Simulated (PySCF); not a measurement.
**Interval between two levels of Hf by level of theory**

Hf [Xe] 4f14 5d2 6s2 [3F4, M_J = 4] → Hf [Xe] 4f14 5d1 6s2 7s1 [3D3, M_J = 3], as a difference of total energies. All numbers are calculated (PySCF 2.14, the two-component X2C-1e Hamiltonian, in x2c-SVPall-2c with one added diffuse shell each of s, d type (8s9p10d2f, 99 functions)). Correlated levels: [Kr] 4d10 4f14 frozen; the 32 highest virtual spinors dropped. "Screened" scales the spin-orbit matrix elements by Boettger's factors to mimic the two-electron term; Breit and QED terms are absent.

| method | interval between two levels (cm⁻¹) |
| --- | --- |
| GHF (screened spin-orbit) | -1012.1 |
| GMP2 (screened spin-orbit) | -838.78 |

The labels give the starting determinants; with spin-orbit coupling the two ends relaxed to ⟨J²⟩ = 20.18, ⟨L²⟩ = 12.44, ⟨S²⟩ = 2.07 and ⟨J²⟩ = 16.52, ⟨L²⟩ = 12.48, ⟨S²⟩ = 2.01.

The determinant of the upper state mixes levels of different J (the jj label is only the starting occupation), so the difference between spin-free and spin-orbit rows is not the physical spin-orbit shift.
